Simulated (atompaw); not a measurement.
# Hf (Z = 72) PAW (atompaw): all-electron and pseudo phase curves

| Quantity | Value |
| --- | --- |
| Element | hafnium (Hf) |
| Generator | atompaw 4.2.0.5 |
| Type | PAW |
| Functional | PBE |
| Relativity | scalar-relativistic |
| Frozen core | [Kr] 4d10 4f14 |
| Valence charge | 12 |
| Reference configuration | 5s2 5p6 5d2 6s2 6p0 |
| Partial waves | 5s (bound): rc 1.90 bohr; 6s (bound): rc 2.05 bohr; 5p (bound): rc 2.05 bohr; 6p (bound, empty): rc 2.00 bohr; 5d (bound): rc 2.00 bohr; 5d channel at 0.85 Ry: rc 2.05 bohr |
| Local potential | bessel scheme, radius 1.70 bohr |
| Core correction | smooth core density matched at 1.95 bohr |
| Augmentation charge | sinc compensation charge, radius 1.95 bohr; PAW radius 2.05 bohr; waves and projectors: modrrkj vanderbiltortho |

The phase is arctan(r·u′/u) with u = r·R(r), unwrapped; energies in Ry, scanned from -7 to 5 Ry. A pole is an energy at which the radial function vanishes at the test radius. The pseudo phase is shifted by a multiple of π to meet the all-electron one at the reference energy, and phase errors are pseudo minus all-electron; the curves can meet again beyond the range given. Levels narrower than the energy grid can be missing from the lists of poles.

Q: For each channel, where are the poles, and over which energies does the pseudopotential scatter like the atom?

A:

| channel | radius (bohr) | reference energy (Ry) | poles, all-electron | poles, pseudo | unbroken range about the reference energy with phases within 0.05 rad | phase error 1 Ry above the reference energy (rad) |
| --- | --- | --- | --- | --- | --- | --- |
| s | 2.05 | -0.38 | -4.59 | -4.59 | the whole range | -0.002 |
| p | 2.05 | -0.10 | -1.86 | -1.86 | below 3.0 | -0.000 |
| d | 2.05 | -0.20 | 2.02 | 2.02 | the whole range | -0.000 |

Phases in the p channel:

```json
{"E (Ry)": "-7.00", "all-electron": "1.350", "pseudo": "1.349"}
{"E (Ry)": "-6.76", "all-electron": "1.344", "pseudo": "1.343"}
{"E (Ry)": "-6.52", "all-electron": "1.337", "pseudo": "1.336"}
{"E (Ry)": "-6.28", "all-electron": "1.329", "pseudo": "1.328"}
{"E (Ry)": "-6.04", "all-electron": "1.320", "pseudo": "1.319"}
{"E (Ry)": "-5.80", "all-electron": "1.309", "pseudo": "1.308"}
{"E (Ry)": "-5.56", "all-electron": "1.298", "pseudo": "1.297"}
{"E (Ry)": "-5.32", "all-electron": "1.284", "pseudo": "1.283"}
{"E (Ry)": "-5.08", "all-electron": "1.267", "pseudo": "1.266"}
{"E (Ry)": "-4.84", "all-electron": "1.247", "pseudo": "1.246"}
{"E (Ry)": "-4.60", "all-electron": "1.221", "pseudo": "1.220"}
{"E (Ry)": "-4.36", "all-electron": "1.187", "pseudo": "1.186"}
{"E (Ry)": "-4.12", "all-electron": "1.141", "pseudo": "1.140"}
{"E (Ry)": "-3.88", "all-electron": "1.071", "pseudo": "1.070"}
{"E (Ry)": "-3.64", "all-electron": "0.957", "pseudo": "0.956"}
{"E (Ry)": "-3.40", "all-electron": "0.736", "pseudo": "0.735"}
{"E (Ry)": "-3.16", "all-electron": "0.238", "pseudo": "0.236"}
{"E (Ry)": "-2.92", "all-electron": "-0.592", "pseudo": "-0.593"}
{"E (Ry)": "-2.68", "all-electron": "-1.119", "pseudo": "-1.119"}
{"E (Ry)": "-2.44", "all-electron": "-1.352", "pseudo": "-1.352"}
{"E (Ry)": "-2.20", "all-electron": "-1.473", "pseudo": "-1.473"}
{"E (Ry)": "-1.96", "all-electron": "-1.547", "pseudo": "-1.547"}
{"E (Ry)": "-1.72", "all-electron": "-1.598", "pseudo": "-1.598"}
{"E (Ry)": "-1.48", "all-electron": "-1.636", "pseudo": "-1.636"}
{"E (Ry)": "-1.24", "all-electron": "-1.667", "pseudo": "-1.667"}
{"E (Ry)": "-1.00", "all-electron": "-1.694", "pseudo": "-1.694"}
{"E (Ry)": "-0.76", "all-electron": "-1.717", "pseudo": "-1.717"}
{"E (Ry)": "-0.52", "all-electron": "-1.739", "pseudo": "-1.739"}
{"E (Ry)": "-0.28", "all-electron": "-1.760", "pseudo": "-1.760"}
{"E (Ry)": "-0.04", "all-electron": "-1.781", "pseudo": "-1.781"}
{"E (Ry)": "0.20", "all-electron": "-1.803", "pseudo": "-1.803"}
{"E (Ry)": "0.44", "all-electron": "-1.825", "pseudo": "-1.825"}
{"E (Ry)": "0.68", "all-electron": "-1.850", "pseudo": "-1.850"}
{"E (Ry)": "0.92", "all-electron": "-1.877", "pseudo": "-1.877"}
{"E (Ry)": "1.16", "all-electron": "-1.907", "pseudo": "-1.908"}
{"E (Ry)": "1.40", "all-electron": "-1.942", "pseudo": "-1.943"}
{"E (Ry)": "1.64", "all-electron": "-1.983", "pseudo": "-1.985"}
{"E (Ry)": "1.88", "all-electron": "-2.032", "pseudo": "-2.036"}
{"E (Ry)": "2.12", "all-electron": "-2.093", "pseudo": "-2.099"}
{"E (Ry)": "2.36", "all-electron": "-2.170", "pseudo": "-2.181"}
{"E (Ry)": "2.60", "all-electron": "-2.270", "pseudo": "-2.289"}
{"E (Ry)": "2.84", "all-electron": "-2.403", "pseudo": "-2.436"}
{"E (Ry)": "3.08", "all-electron": "-2.582", "pseudo": "-2.637"}
{"E (Ry)": "3.32", "all-electron": "-2.818", "pseudo": "-2.905"}
{"E (Ry)": "3.56", "all-electron": "-3.108", "pseudo": "-3.224"}
{"E (Ry)": "3.80", "all-electron": "-3.413", "pseudo": "-3.542"}
{"E (Ry)": "4.04", "all-electron": "-3.684", "pseudo": "-3.806"}
{"E (Ry)": "4.28", "all-electron": "-3.898", "pseudo": "-4.004"}
{"E (Ry)": "4.52", "all-electron": "-4.057", "pseudo": "-4.148"}
{"E (Ry)": "4.76", "all-electron": "-4.175", "pseudo": "-4.253"}
{"E (Ry)": "5.00", "all-electron": "-4.265", "pseudo": "-4.333"}
```
